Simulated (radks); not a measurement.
Results of a calculation; reference values are marked as such.
Neutral technetium inside a hard spherical wall (all orbitals vanish at R), configuration held at [Kr] 4d5 5s2 and not refilled when levels cross. Code: a radial shooting solver on a logarithmic mesh with Libxc functionals. Model: scalar-relativistic Kohn-Sham, PBEsol, spin-polarised, spherical densities, finite nucleus; open shells are filled with parallel spins first (spin-orbit coupling, left out, can overturn this in heavy ions); Fermi nuclear charge, rms radius 4.4112 fm. Eigenvalues in eV for spin up, with the zero of energy where the potential of the charges vanishes at infinity; a dash marks a level that is unbound or too diffuse for the functional's potential to be trusted. A positive occupied level is held by the wall or, in an anion where self-interaction has pushed it up, behind a barrier. The pressure on the wall is -dE/dV.

| R (bohr) | E (hartree) | kinetic (hartree) | e(4s) | e(4p) | e(4d) | e(5s) | e(5p, empty) | e(6s, empty) | pressure (GPa) |
|---|---|---|---|---|---|---|---|---|---|
| free | -4283.42697 | 4422.494 | -74.302 | -46.406 | -7.831 | -5.596 | -1.606 | - | 0 |
| 20 | -4283.42697 | 4422.494 | -74.302 | -46.406 | -7.831 | -5.596 | -1.606 | - | < 0.0001 |
| 15 | -4283.42696 | 4422.494 | -74.301 | -46.405 | -7.830 | -5.596 | -1.604 | 0.327 | < 0.0001 |
| 12 | -4283.42690 | 4422.495 | -74.294 | -46.398 | -7.823 | -5.590 | -1.581 | 0.853 | 0.00121 |
| 7 | -4283.41041 | 4422.605 | -73.690 | -45.796 | -7.255 | -5.051 | -0.521 | 7.199 | 0.873 |
| 5 | -4283.26535 | 4423.302 | -71.271 | -43.421 | -5.065 | -2.284 | 3.741 | 23.332 | 18.1 |
| 3.5 | -4282.29033 | 4427.116 | -63.467 | -35.942 | 2.376 | 10.691 | 20.949 | 73.387 | 314 |
| 3 | -4280.99266 | 4431.876 | -57.058 | -29.768 | 9.261 | 25.072 | 38.594 | 117.60 | 1020 |
